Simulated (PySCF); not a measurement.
**Trend along the 4d metals: MSe molecules**

PBE0 with triple-zeta basis sets in PySCF, for the lowest determinant that a PBE0 search found; no spin–orbit coupling. De refers to high-spin ground-configuration atoms. A positive dipole means M(−)Se(+).

```csv
M,basis,state (unpaired electrons),Re (Å),ωe (cm⁻¹),De (eV),μ (D)
Y,x2c-TZVPPall,doublet (σ ↑),2.394,351,4.92,-6.46
Zr,def2-TZVPP,"triplet (σ ↑, δ ↑)",2.319,374,n/a,-5.65
Nb,def2-TZVPP,"quartet (σ ↑, δ ↑↑)",2.261,380,4.66,-4.83
Tc,x2c-TZVPPall,"sextet (σ ↑, π ↑↑, δ ↑↑)",2.246,354,n/a,-4.64
Ru,def2-TZVPP,"quintet (σ ↑, π ↑↑, δ ↑)",2.207,358,3.55,-4.09
Rh,x2c-TZVPPall,"quartet (σ ↑, π ↑↑)",2.182,348,3.12,-3.14
Pd,x2c-TZVPPall,triplet (π ↑↑),2.224,306,2.47,-2.28
Ag,x2c-TZVPPall,doublet (π ↑),2.408,230,2.13,-4.13
```

The shortest bond is that of RhSe (2.182 Å), the longest that of AgSe (2.408 Å).

The rows differ in basis set, which adds steps of its own.

The state changes along the series, so neighbouring rows are not always alike in their bonding.

De is left out where the level can put another filling of the metal’s s and d shells below the measured ground configuration, by anything from nothing to about 1 eV. The metal atom is held in its measured ground configuration; semilocal functionals can put another filling of s and d lower by some tenths of an eV, and De to that atom would be smaller. Spin–orbit coupling is left out, which matters for elements this heavy, above all for dissociation energies. With d or f electrons several states lie close, and the lowest PBE0 determinant need not be the measured ground state.
